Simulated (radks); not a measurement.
Results of a calculation; reference values are marked as such.
Isoelectronic series with 41 electrons, all held in the configuration [Kr] 4d4 5s1, which need not be the ground one along the series. Level of theory: scalar-relativistic Kohn-Sham, PBE, spin-polarised, spherical densities, finite nucleus; open shells are filled with parallel spins first (spin-orbit coupling, left out, can overturn this in heavy ions); Fermi nuclear charge, rms radius of each element as measured or else 0.836 A^(1/3) + 0.57 fm (a radial shooting solver on a logarithmic mesh with Libxc functionals). Total energies (hartree) and mean radii <r> (bohr):

[
 {"ion": "Nb", "E (hartree)": "-3819.67726", "4d up": "2.177", "5s up": "3.610", "4p down": "1.297", "4p up": "1.310"},
 {"ion": "Mo+", "E (hartree)": "-4048.40066", "4d up": "1.782", "5s up": "3.075", "4p down": "1.224", "4p up": "1.234"},
 {"ion": "Tc2+", "E (hartree)": "-4284.65354", "4d up": "1.552", "5s up": "2.709", "4p down": "1.156", "4p up": "1.164"},
 {"ion": "Ru3+", "E (hartree)": "-4528.42935", "4d up": "1.393", "5s up": "2.440", "4p down": "1.095", "4p up": "1.100"},
 {"ion": "Rh4+", "E (hartree)": "-4779.74440", "4d up": "1.273", "5s up": "2.231", "4p down": "1.040", "4p up": "1.044"},
 {"ion": "Pd5+", "E (hartree)": "-5038.61715", "4d up": "1.177", "5s up": "2.062", "4p down": "0.9897", "4p up": "0.9927"},
 {"ion": "Ag6+", "E (hartree)": "-5305.07572", "4d up": "1.098", "5s up": "1.921", "4p down": "0.9444", "4p up": "0.9466"},
 {"ion": "Cd7+", "E (hartree)": "-5579.14695", "4d up": "1.030", "5s up": "1.801", "4p down": "0.9032", "4p up": "0.9048"},
 {"ion": "In8+", "E (hartree)": "-5860.86932", "4d up": "0.9721", "5s up": "1.697", "4p down": "0.8655", "4p up": "0.8667"},
 {"ion": "Sn9+", "E (hartree)": "-6150.27439", "4d up": "0.9212", "5s up": "1.607", "4p down": "0.8310", "4p up": "0.8319"},
 {"ion": "Sb10+", "E (hartree)": "-6447.40257", "4d up": "0.8760", "5s up": "1.526", "4p down": "0.7992", "4p up": "0.7998"},
 {"ion": "Te11+", "E (hartree)": "-6752.29121", "4d up": "0.8357", "5s up": "1.454", "4p down": "0.7698", "4p up": "0.7703"},
 {"ion": "I12+", "E (hartree)": "-7064.98992", "4d up": "0.7993", "5s up": "1.389", "4p down": "0.7426", "4p up": "0.7429"},
 {"ion": "Xe13+", "E (hartree)": "-7385.53658", "4d up": "0.7662", "5s up": "1.330", "4p down": "0.7173", "4p up": "0.7174"},
 {"ion": "Cs14+", "E (hartree)": "-7713.9820", "4d up": "0.7361", "5s up": "1.277", "4p down": "0.6937", "4p up": "0.6937"}
]

4d up drops below 5s up between Nb and Mo+.
